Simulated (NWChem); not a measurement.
Species: VHO2F2; SMILES [O]=[V]([OH])([F])[F]

```xyz
6

V      0.0100     0.0000    -0.0071
O     -0.1794    -0.0001     1.5187
F      0.8738    -1.4053    -0.4563
F      0.8693     1.4080    -0.4566
O     -1.5519    -0.0026    -0.7428
H     -2.3813    -0.0039    -0.2471
```
Atoms are numbered in this order, from 1.

Level: PBE0/def2-SVP (NWChem), optimised geometry, unscaled harmonic frequencies. 

Question: List the harmonic frequencies with IR intensities, and the thermochemistry.

Answer: 
```
frequency (cm⁻¹)  IR intensity (km/mol)
----------------  ---------------------
216                                 7.1
229                                 0.2
270                                 2.4
300                                 4.5
316                                19.8
445                               110.3
658                               157.3
760                                54.2
837                               214.1
861                               169.7
1195                              179.5
3885                              256.4
```

```
Quantity                                                                           Result
-----------------------------------------------------------------------  ----------------
zero-point energy                                                           14.2 kcal/mol
thermal correction to the enthalpy at 298.15 K (with zero-point energy)     18.5 kcal/mol
heat capacity Cv                                                         19.0 cal/(mol K)
entropy at 298.15 K and 1 atm (symmetry number 1)                        76.5 cal/(mol K)
dipole moment                                                                      2.47 D
```

Rigid rotor and harmonic oscillator.
